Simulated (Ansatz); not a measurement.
Reactions of `O=[CH][GeH2][SiH3]`.

Computed with Ansatz on PBE0-D4/def2-TZVP structures; ΔE is electronic, products minus reactants. CCSD(T)/CBS adds triple-zeta CCSD(T) − MP2 to the extrapolated MP2 energy (def2 sets, frozen cores). This one scheme is used for every species. Functionals use def2-TZVPP. Elements past krypton have def2 core potentials. For Ge, Sb outer-core shells are correlated without core-valence functions, which leaves a few kJ/mol of doubt a bond. Scalar relativity is left out up to krypton. One conformer a species, not always the lowest.

```json
{"reaction": "`O=[CH][GeH2][SiH3]` + H₂ → `O=[CH][GeH3]` + SiH₄", "CCSD(T)/CBS(def2) (kcal/mol)": "0.3"}
{"reaction": "`O=[CH][GeH2][SiH3]` + H₂O → `[OH][GeH2][SiH3]` + `C=O`", "CCSD(T)/CBS(def2) (kcal/mol)": "-7.6"}
{"reaction": "`O=[CH][GeH2][SiH3]` + BH₃ → `[BH2][GeH2][SiH3]` + `C=O`", "CCSD(T)/CBS(def2) (kcal/mol)": "-5.9"}
{"reaction": "`O=[CH][GeH2][SiH3]` → `[SiH3][CH]1[O][GeH2]1`", "CCSD(T)/CBS(def2) (kcal/mol)": "10.6"}
{"reaction": "`O=[CH][GeH2][SiH3]` + HCl → `O=[CH][GeH2][Cl]` + SiH₄", "CCSD(T)/CBS(def2) (kcal/mol)": "-12.5"}
{"reaction": "`O=[CH][GeH2][SiH3]` + `[NH2][SbH][OH]` → `[OH][SbH][NH][SiH3]` + `O=[CH][GeH3]`", "CCSD(T)/CBS(def2) (kcal/mol)": "?"}
{"reaction": "`O=[CH][GeH2][SiH3]` + CH₃NH₂ → `C[NH][GeH2][SiH3]` + `C=O`", "CCSD(T)/CBS(def2) (kcal/mol)": "?"}
{"reaction": "`O=[CH][GeH2][SiH3]` + `CCB(O)O` → `CCB(O)O[SiH3]` + `O=[CH][GeH3]`", "CCSD(T)/CBS(def2) (kcal/mol)": "?"}
{"reaction": "`O=[CH][GeH2][SiH3]` + BH₃ → `[BH2][GeH2][CH]=O` + SiH₄", "CCSD(T)/CBS(def2) (kcal/mol)": "5.1"}
{"reaction": "`O=[CH][GeH2][SiH3]` + CH₃SH → `C[S][GeH2][SiH3]` + `C=O`", "CCSD(T)/CBS(def2) (kcal/mol)": "-16.3"}
```

Task: Fill in the missing values. (An estimate is asked.)

Result: Ansatz gave: `O=[CH][GeH2][SiH3]` + `[NH2][SbH][OH]` → `[OH][SbH][NH][SiH3]` + `O=[CH][GeH3]`: -9.8 kcal/mol; `O=[CH][GeH2][SiH3]` + CH₃NH₂ → `C[NH][GeH2][SiH3]` + `C=O`: -4.1 kcal/mol; `O=[CH][GeH2][SiH3]` + `CCB(O)O` → `CCB(O)O[SiH3]` + `O=[CH][GeH3]`: -15.9 kcal/mol.

Largest T1 diagnostic: 0.016, for `[BH2][GeH2][CH]=O`.
